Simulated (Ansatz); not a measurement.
Geometry optimisation, RKS PBE-D4/6-31G* in Ansatz 0.2.0.

Input file:

```yaml
crystal:
  periodic: [false, false, false]
  atoms:
    - { symbol: O, position_ang: [0.08075, 2.39823, -0.46889] }
    - { symbol: Si, position_ang: [0.31858, 1.20787, 0.65019] }
    - { symbol: B, position_ang: [-0.08181, -0.56407, -0.00278] }
    - { symbol: Si, position_ang: [-0.55279, -2.28158, -0.3951] }
    - { symbol: H, position_ang: [0.50558, 2.36094, -1.31989] }
    - { symbol: H, position_ang: [1.73462, 1.26344, 1.09962] }
    - { symbol: H, position_ang: [-0.47762, 1.83244, 1.71949] }
    - { symbol: H, position_ang: [0.24299, -3.49844, -0.19231] }
    - { symbol: H, position_ang: [-1.7703, -2.71883, -1.09032] }
basis:
  gaussian: { orbitals: "6-31G*" }
hamiltonian:
  xc: pbe
  dispersion: d4
relax:
  f_tol: 0.02
  max_steps: 40
```

Command:

```bash
$ ansatz run input.yaml --threads 2 --pin off --max-ram 3072MiB --backend cpu --events-out ev --progress --plain --runs-dir out
```

Task: Where does it end, and by what steps?

Result: It converged. After 8 steps the energy has fallen by 0.288 eV; H8 moved furthest, 0.46 Å.

```json
{"step": "0", "energy less start (eV)": "0.0000", "largest force component (eV/Å)": "0.992", "accepted": "yes"}
{"step": "1", "energy less start (eV)": "-0.2278", "largest force component (eV/Å)": "0.542", "accepted": "yes"}
{"step": "2", "energy less start (eV)": "-0.2577", "largest force component (eV/Å)": "0.281", "accepted": "yes"}
{"step": "3", "energy less start (eV)": "-0.2733", "largest force component (eV/Å)": "0.288", "accepted": "yes"}
{"step": "4", "energy less start (eV)": "-0.2796", "largest force component (eV/Å)": "0.391", "accepted": "yes"}
{"step": "5", "energy less start (eV)": "-0.2871", "largest force component (eV/Å)": "0.042", "accepted": "yes"}
{"step": "6", "energy less start (eV)": "-0.2879", "largest force component (eV/Å)": "0.025", "accepted": "yes"}
{"step": "7", "energy less start (eV)": "-0.2881", "largest force component (eV/Å)": "0.030", "accepted": "yes"}
{"step": "8", "energy less start (eV)": "-0.2884", "largest force component (eV/Å)": "0.016", "accepted": "yes"}
```

```xyz
9
Properties=species:S:1:pos:R:3
O 0.255 2.504 -0.542
Si 0.262 1.293 0.629
B -0.234 -0.524 0.062
Si -0.550 -2.279 -0.428
H 0.622 2.217 -1.400
H 1.637 1.025 1.210
H -0.612 1.836 1.716
H 0.540 -3.300 -0.476
H -1.919 -2.771 -0.771
```

Whether the end is a true minimum wasn't checked by a vibrational analysis.

Run time: 22 s on 2 threads of Arm Neoverse N1, with other jobs on the host, peak memory 0.12 GiB.
